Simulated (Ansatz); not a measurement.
Basis sets compared for [ReO4]- (ReO₄⁻). The state is a singlet with charge -1. Geometry PBE0-D4/def2-SVPD. Ansatz on 4 threads of AMD EPYC 9R45 on a shared host; times are rough, and most runs start from earlier orbitals.

```xyz
5

Re    0.000    0.000    0.000
O    -1.159    0.727    1.062
O     1.381    1.035   -0.143
O    -0.713   -0.231   -1.561
O     0.491   -1.531    0.643
```

In the def2 sets Re takes a core potential; there is no spin–orbit coupling.

```
            level  functions  energy (Eh)  HOMO (eV)  LUMO (eV)  wall time
 PBE-D4/def2-SVPD        127    -379.0113      -2.36       2.57      0.5 s
PBE0-D4/def2-SVPD        127    -378.8834      -3.93       3.23      0.6 s
```

**Question.** Estimate the rows for PBE-D4/def2-TZVPD, PBE0-D4/def2-TZVPD (with forces).

**Answer.** 
| level | functions | energy (Eh) | HOMO (eV) | LUMO (eV) | wall time |
| --- | --- | --- | --- | --- | --- |
| PBE-D4/def2-TZVPD | 203 | -379.3762 | -2.26 | 2.72 | 0.75 s |
| PBE0-D4/def2-TZVPD (with forces) | 203 | -379.2541 | -3.80 | 3.41 | 1.4 s |
